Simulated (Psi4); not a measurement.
n-butyl acetate (C6H12O2), singlet, at a GFN2-xTB geometry; Psi4 with MN15/3-21G.

The Psi4 input:
```
memory 2 GB

molecule mol {
0 1
  C    -3.894407    0.594547   -0.339144
  C    -2.680020   -0.315889   -0.204911
  C    -1.384824    0.487346   -0.119514
  C    -0.172190   -0.420922    0.015243
  O     1.000337    0.391772    0.082755
  C     2.168030   -0.251842    0.177666
  C     3.315619    0.722488    0.237277
  O     2.267997   -1.449484    0.208942
  H    -3.818306    1.202287   -1.237828
  H    -4.806963    0.006703   -0.398434
  H    -3.969437    1.259622    0.518059
  H    -2.783162   -0.931305    0.691237
  H    -2.631969   -0.988236   -1.064036
  H    -1.419767    1.158346    0.740578
  H    -1.267984    1.099898   -1.015259
  H    -0.232980   -1.033039    0.922494
  H    -0.085877   -1.098704   -0.841851
  H     3.187030    1.380720    1.092684
  H     3.318282    1.332110   -0.662713
  H     4.251204    0.178931    0.321783
}

set basis 3-21g
set reference rks

energy('mn15')
print_variables()
```

### Question
Predict the main parts of the log of this Psi4 run.

### Answer

```
   => Loading Basis Set <=

    Name: 3-21G
    Role: ORBITAL
    Keyword: BASIS

         ---------------------------------------------------------
                                   SCF
               by Justin Turney, Rob Parrish, Andy Simmonett
                          and Daniel G. A. Smith
                              RKS Reference
         ---------------------------------------------------------

  ==> Geometry <==

    Molecular point group: c1
    Full point group: C1

    Geometry (in Angstrom), charge = 0, multiplicity = 1:

       Center              X                  Y                   Z               Mass
    ------------   -----------------  -----------------  -----------------  -----------------
         C           -3.981955927278     0.624990798177    -0.347107937924    12.000000000000
         C           -2.767568927278    -0.285445201823    -0.212874937924    12.000000000000
         C           -1.472372927278     0.517789798177    -0.127477937924    12.000000000000
         C           -0.259738927278    -0.390478201823     0.007279062076    12.000000000000
         O            0.912788072722     0.422215798177     0.074791062076    15.994914619570
         C            2.080481072722    -0.221398201823     0.169702062076    12.000000000000
         C            3.228070072722     0.752931798177     0.229313062076    12.000000000000
         O            2.180448072722    -1.419040201823     0.200978062076    15.994914619570
         H           -3.905854927278     1.232730798177    -1.245791937924     1.007825032230
         H           -4.894511927278     0.037146798177    -0.406397937924     1.007825032230
         H           -4.056985927278     1.290065798177     0.510095062076     1.007825032230
         H           -2.870710927278    -0.900861201823     0.683273062076     1.007825032230
         H           -2.719517927278    -0.957792201823    -1.071999937924     1.007825032230
         H           -1.507315927278     1.188789798177     0.732614062076     1.007825032230
         H           -1.355532927278     1.130341798177    -1.023222937924     1.007825032230
         H           -0.320528927278    -1.002595201823     0.914530062076     1.007825032230
         H           -0.173425927278    -1.068260201823    -0.849814937924     1.007825032230
         H            3.099481072722     1.411163798177     1.084720062076     1.007825032230
         H            3.230733072722     1.362553798177    -0.670676937924     1.007825032230
         H            4.163655072722     0.209374798177     0.313819062076     1.007825032230

  Running in c1 symmetry.

  Rotational constants: A =      0.23616  B =      0.02391  C =      0.02216 [cm^-1]
  Rotational constants: A =   7080.00549  B =    716.85546  C =    664.39360 [MHz]
  Nuclear repulsion =  377.934579443487507

  Charge       = 0
  Multiplicity = 1
  Electrons    = 64
  Nalpha       = 32
  Nbeta        = 32

  ==> Algorithm <==

  SCF Algorithm Type is DF.
  DIIS enabled.
  MOM disabled.
  Fractional occupation disabled.
  Guess Type is SAD.
  Energy threshold   = 1.00e-06
  Density threshold  = 1.00e-06
  Integral threshold = 1.00e-12

  ==> Primary Basis <==

  Basis Set: 3-21G
    Blend: 3-21G
    Number of shells: 64
    Number of basis functions: 96
    Number of Cartesian functions: 96
    Spherical Harmonics?: false
    Max angular momentum: 1

  ==> DFT Potential <==

   => LibXC <=

    Version 7.1.2
    S. Lehtola, C. Steigemann, M. J. T. Oliveira, and M. A. L. Marques,  SoftwareX 7, 1–5 (2018) (10.1016/j.softx.2017.11.002)

   => Composite Functional: MN15 <=

   MN15 Hybrid Meta-GGA Exchange-Correlation Functional

    H. S. Yu, X. He, S. L. Li, and D. G. Truhlar, Chem. Sci. 7, 5032-5051, 2016

    Deriv               =              1
    GGA                 =           TRUE
    Meta                =           TRUE

    Exchange Hybrid     =           TRUE
    MP2 Hybrid          =          FALSE

   => Exchange Functionals <=

[...]
  Using in-core AOs.

  ==> MemDFJK: Density-Fitted J/K Matrices <==

    J tasked:                   Yes
    K tasked:                   Yes
    wK tasked:                   No
    Algorithm:                 Core
    Schwarz Cutoff:           1E-12
    Mask sparsity (%):      13.7587
    Fitting Condition:        1E-10

   => Auxiliary Basis Set <=

  Basis Set: (3-21G AUX)
    Blend: DEF2-UNIVERSAL-JKFIT
    Number of shells: 272
    Number of basis functions: 960
    Number of Cartesian functions: 960
    Spherical Harmonics?: false
    Max angular momentum: 4

  Minimum eigenvalue in the overlap matrix is 9.7049193824E-03.
  Reciprocal condition number of the overlap matrix is 2.0468198527E-03.
    Using symmetric orthogonalization.

  ==> Pre-Iterations <==

  SCF Guess: Superposition of Atomic Densities via on-the-fly atomic UHF (no occupation information).

   -------------------------
    Irrep   Nso     Nmo
   -------------------------
     A         96      96
   -------------------------
    Total      96      96
   -------------------------

  ==> Iterations <==

                           Total Energy        Delta E     RMS |[F,P]|

   @DF-RKS iter SAD:  -382.30569068307290   -3.82306e+02   0.00000e+00
   @DF-RKS iter   1:  -382.90668420657983   -6.00994e-01   9.17459e-03 ADIIS/DIIS
   @DF-RKS iter   2:  -382.84788865799641    5.87955e-02   1.04842e-02 ADIIS/DIIS
   @DF-RKS iter   3:  -383.22978951454178   -3.81901e-01   2.73969e-03 ADIIS/DIIS
   @DF-RKS iter   4:  -383.25595213774886   -2.61626e-02   5.44591e-04 ADIIS/DIIS
   @DF-RKS iter   5:  -383.25679323262881   -8.41095e-04   1.79575e-04 ADIIS/DIIS
   @DF-RKS iter   6:  -383.25689942558989   -1.06193e-04   4.60038e-05 DIIS
   @DF-RKS iter   7:  -383.25690731482706   -7.88924e-06   9.50061e-06 DIIS
   @DF-RKS iter   8:  -383.25690768109359   -3.66267e-07   1.50603e-06 DIIS
   @DF-RKS iter   9:  -383.25690769348012   -1.23865e-08   7.01055e-07 DIIS
  Energy and wave function converged.

  ==> Post-Iterations <==

   Electrons on quadrature grid:
      Ntotal   =   64.0000602584 ; deviation = 6.026e-05

    Orbital Energies [Eh]
    ---------------------

    Doubly Occupied:

[...]
    Virtual:

[...]
      96A      3.264937

    Final Occupation by Irrep:
              A
    DOCC [    32 ]
    NA   [    32 ]
    NB   [    32 ]

  @DF-RKS Final Energy:  -383.25690769348012

   => Energetics <=

    Nuclear Repulsion Energy =            377.9345794434875074
    One-Electron Energy =               -1269.9366288813357642
    Two-Electron Energy =                 539.1815132338763306
    DFT Exchange-Correlation Energy =     -30.4363714895082893
    Empirical Dispersion Energy =           0.0000000000000000
    VV10 Nonlocal Energy =                  0.0000000000000000
    Total Energy =                       -383.2569076934801728

Computation Completed

Properties will be evaluated at   0.000000,   0.000000,   0.000000 [a0]

Properties computed using the SCF density matrix

 Multipole Moments:

 ------------------------------------------------------------------------------------
     Multipole            Electronic (a.u.)      Nuclear  (a.u.)        Total (a.u.)
 ------------------------------------------------------------------------------------

 L = 1.  Multiply by 2.5417464519 to convert [e a0] to [Debye]
 Dipole X            :         10.1736689          -10.5884007           -0.4147317
 Dipole Y            :         -3.0837621            3.6819577            0.5981956
 Dipole Z            :          0.9171348           -0.9631935           -0.0460586
 Magnitude           :                                                    0.7293571

 ------------------------------------------------------------------------------------

  Variable Map:
  ----------------------------------------------------------------------------
[...]
  Array Variable Map:
  ----------------------------------------------------------------------------
[...]
[...]
```
